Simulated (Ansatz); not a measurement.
Two isomers of FH5OSSi2: A = `O[SiH2][SiH](F)S`, B = `O[Si](F)([SiH3])S`.

Program: Ansatz. Geometries: PBE0-D4/def2-TZVP. ΔE: electronic, gas phase. CCSD(T)/CBS is the MP2 limit (def2-TZVPP, def2-QZVPP) plus CCSD(T) − MP2 in def2-TZVPP, frozen cores. DFT in def2-TZVPP. B3LYP here is the variant with VWN-RPA as its local correlation; programs differ in this. One conformer a species, not always the lowest.

A:

```xyz
10

O    -0.9048   -1.3476   -1.4802
Si   -1.3764   -0.3474   -0.2549
Si    0.4938    0.8995    0.4249
F     0.1657    1.8137    1.7013
S     1.9621   -0.5843    0.8770
H    -0.0806   -1.8232   -1.3566
H    -1.8971   -1.0979    0.9230
H    -2.4568    0.5094   -0.7992
H     1.0687    1.8012   -0.6039
H     3.0254    0.1766    0.5687
```

B:

Z-matrix (Å, degrees):
```
Si
F 1 1.601
Si 1 2.332 2 108.9
O 1 1.630 2 111.2 3 -119.1
S 1 2.135 2 106.6 3 123.7
H 3 1.485 1 109.0 2 178.6
H 3 1.486 1 111.1 2 -60.3
H 3 1.487 1 108.4 2 59.9
H 4 0.960 1 118.5 2 -68.9
H 5 1.344 1 93.3 2 -38.5
```

(1) Which is lower in electronic energy at CCSD(T)/CBS, and by how much? (Estimate.)

(2) Give E(B) − E(A) in kcal/mol with B3LYP, PBE-D4, MP2/def2-TZVPP, r2SCAN-D4, B3LYP-D4, HF/def2-TZVPP, CCSD/def2-TZVPP. (Best estimate.)

Largest T1 diagnostic: 0.013.

Results:

(1) Ansatz gave: B, by 8.5 kcal/mol.

(2) Ansatz gave: B3LYP -8.2, PBE-D4 -8.4, MP2/def2-TZVPP -8.7, r2SCAN-D4 -9.0, B3LYP-D4 -8.5, HF/def2-TZVPP -8.4, CCSD/def2-TZVPP -8.9. None reverses the order clearly.
